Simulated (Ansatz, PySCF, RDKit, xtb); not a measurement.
Dimer: C2H2 (SMILES C#C) (first 4 atoms) with CH2O2 (SMILES O=CO); geometry from B3LYP-D3(BJ)/def2-TZVP, rigid monomers moved along the line of their centres of mass till C2···H9 is 2.08 Å.
(charge 0, multiplicity 1):
```
atom    x (Å)    y (Å)    z (Å)
----  -------  -------  -------
C      0.5798   0.2071  -0.0879
C     -0.1733  -0.5544   0.4503
H      1.2433   0.8742  -0.5832
H     -0.8312  -1.2112   0.9704
O     -0.9597  -0.9632   3.2915
C     -0.2695  -0.1006   3.7635
O      0.5456   0.7079   3.0816
H     -0.2210   0.1361   4.8345
H      0.4924   0.4860   2.1295
```

Counterpoise-corrected where a basis set is named; no monomer relaxation. RDKit's UFF carries no charges.

Programs: Ansatz (Gaussian orbitals); PySCF for the dispersion terms; RDKit for the force fields; xtb for the GFN methods. Each number belongs to the level named beside it.

**Question.** One of these levels gives -18.8 kJ/mol for the interaction energy. Which one is it?
A) wB97M-V/def2-TZVPPD
B) UFF
C) GFN2-xTB
D) r2SCAN-D3(BJ)/def2-TZVPPD

**Answer.** A, wB97M-V/def2-TZVPPD. The others give 106.3 (UFF), -17.1 (GFN2-xTB), -20.6 (r2SCAN-D3(BJ)/def2-TZVPPD)

Ansatz is a program for electronic structure.
